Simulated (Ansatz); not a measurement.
Process, species as SMILES: NB (BH2-NH2) → B atom + 4 H atom + N atom
B3LYP-D3(BJ)/def2-TZVP geometries, fixed; electronic energies without zero-point terms.

Basis-set convergence of the atomisation energy at HF with Ansatz (an electronic-structure program). All functions are spherical. Open shells are unrestricted. No added dispersion term, no relativity. Functions are those of the species that has most. Reference: the value in aug-pcseg-3, 375.36 kcal/mol, itself unsure by roughly 0.94 kcal/mol (its mean distance from aug-cc-pVQZ, cc-pV5Z, def2-QZVPPD). Deviations are taken from unrounded values.

```json
[
 {"basis": "cc-pVDZ", "functions": "48", "atomisation energy (kcal/mol)": "364.60", "minus reference (kcal/mol)": "-10.76"},
 {"basis": "aug-cc-pVDZ", "functions": "82", "atomisation energy (kcal/mol)": "366.52", "minus reference (kcal/mol)": "-8.84"},
 {"basis": "cc-pVTZ", "functions": "116", "atomisation energy (kcal/mol)": "373.12", "minus reference (kcal/mol)": "-2.24"},
 {"basis": "jun-cc-pV(T+d)Z", "functions": "134", "atomisation energy (kcal/mol)": "373.36", "minus reference (kcal/mol)": "-2.00"},
 {"basis": "aug-cc-pVTZ", "functions": "184", "atomisation energy (kcal/mol)": "373.50", "minus reference (kcal/mol)": "-1.86"},
 {"basis": "cc-pVQZ", "functions": "230", "atomisation energy (kcal/mol)": "374.25", "minus reference (kcal/mol)": "-1.11"},
 {"basis": "aug-cc-pVQZ", "functions": "344", "atomisation energy (kcal/mol)": "374.40", "minus reference (kcal/mol)": "-0.96"},
 {"basis": "cc-pV5Z", "functions": "402", "atomisation energy (kcal/mol)": "374.52", "minus reference (kcal/mol)": "-0.84"}
]
```

The smallest set listed that lies within 4 kcal/mol of the reference with all its larger relatives (same family, alike in diffuse functions; a set with none counts only in the reference's own line) is cc-pVTZ (116 functions, -2.24 kcal/mol off).
